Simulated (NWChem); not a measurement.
Species: C2H5FSi; SMILES C=C(F)[SiH3]

```xyz
9

C     -1.1902    -1.2885     0.0000
C     -0.0741    -0.5399     0.0000
F      1.1448    -1.1457     0.0000
Si     0.0298     1.3523     0.0000
H     -2.1767    -0.8048     0.0000
H     -1.1368    -2.3889     0.0000
H     -1.3659     1.9064     0.0000
H      0.7729     1.8178    -1.2202
H      0.7729     1.8178     1.2202
```
Atoms are numbered in this order, from 1.

All runs use the structure optimised with PBE-D3(BJ)/def2-SVP.

Symmetry labels are those of Cs in the frame above (b1 and b2, or b-type labels, depend on it).

List the 6 lowest vertical singlet excitations from B3LYP/6-31+G* (spherical d), full TDDFT (NWChem).


```json
[
 {"state": "S1", "energy (eV)": "6.40", "oscillator strength": "0.012", "symmetry": "a\"", "leading excitation (squared amplitude)": "HOMO → LUMO+1 (0.95)"},
 {"state": "S2", "energy (eV)": "6.78", "oscillator strength": "0.384", "symmetry": "a'", "leading excitation (squared amplitude)": "HOMO → LUMO (0.93)"},
 {"state": "S3", "energy (eV)": "6.92", "oscillator strength": "0.001", "symmetry": "a\"", "leading excitation (squared amplitude)": "HOMO → LUMO+2 (0.82)"},
 {"state": "S4", "energy (eV)": "7.14", "oscillator strength": "0.007", "symmetry": "a\"", "leading excitation (squared amplitude)": "HOMO → LUMO+3 (0.65)"},
 {"state": "S5", "energy (eV)": "7.23", "oscillator strength": "0.000", "symmetry": "a\"", "leading excitation (squared amplitude)": "HOMO−1 → LUMO (0.77)"},
 {"state": "S6", "energy (eV)": "7.46", "oscillator strength": "0.021", "symmetry": "a\"", "leading excitation (squared amplitude)": "HOMO → LUMO+4 (0.71)"}
]
```
